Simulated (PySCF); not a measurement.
AlCl₂GeH₃, SMILES [Cl][Al]([Cl])[GeH3].

Coordinates come from a PBE0-D3(BJ)/def2-SVP optimisation. The structure was generated by enumeration; whether it is a known compound was not checked.

Two levels are set side by side: TDA-PBE/def2-SVPD (PySCF) and TDA-PBE0/def2-SVPD (PySCF). Vertical, same geometry. The lowest singlet is HOMO→LUMO 95 % with PBE and HOMO→LUMO 97 % with the other functional; states are paired by order. Differences are taken from unrounded values.

```json
[
 {"quantity": "lowest singlet excitation (eV)", "TDA-PBE": "5.02"},
 {"quantity": "lowest triplet excitation (TDA) (eV)", "TDA-PBE": "4.25"},
 {"quantity": "first bright state (f over 0.05) (eV)", "TDA-PBE": "5.86"},
 {"quantity": "its oscillator strength", "TDA-PBE": "0.18"}
]
```

**Question.** These are the TDA-PBE values. What does TDA-PBE0 give? (An estimate is asked for; the answer gives what the named calculation found.)

**Answer.** 
```tsv
quantity	TDA-PBE0	TDA-PBE minus TDA-PBE0
lowest singlet excitation (eV)	5.41	-0.38
lowest triplet excitation (TDA) (eV)	4.48	-0.22
first bright state (f over 0.05) (eV)	6.42	-0.56
its oscillator strength	0.32	-0.14
```

A lower first singlet is the usual sign of a functional without exact exchange. Differences between two approximate levels are no errors against the true value.

Rough cost on one machine, each run with all the roots and properties that it gave: TDA-PBE0 against TDA-PBE about 2 times.
